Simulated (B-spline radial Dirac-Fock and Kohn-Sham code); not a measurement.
Method: Dirac-Fock energy differences between relaxed states, corrected for Breit and QED terms. Computed with an atomic code on a B-spline grid. Free neutral atoms up to Cf, the lines Kα1, Kβ1, Lα1, Lβ1, Lβ2, Lγ1, Lℓ and Mα1 where both subshells are closed (so no Lα of most 3d metals and no Mα of most lanthanides); Na, Y were not searched.

Q: Mn Kα1 is computed at 5896.7 eV. Which of the searched lines of other elements lie within 75 eV and could overlap it in an energy-dispersive spectrum?

A: Ho Lℓ at 5935.9 eV (+39); Cr Kβ1 at 5943.7 eV (+47); Pr Lβ2 at 5849.0 eV (-48); Eu Lα1 at 5844.5 eV (-52); Pm Lβ1 at 5960.9 eV (+64).
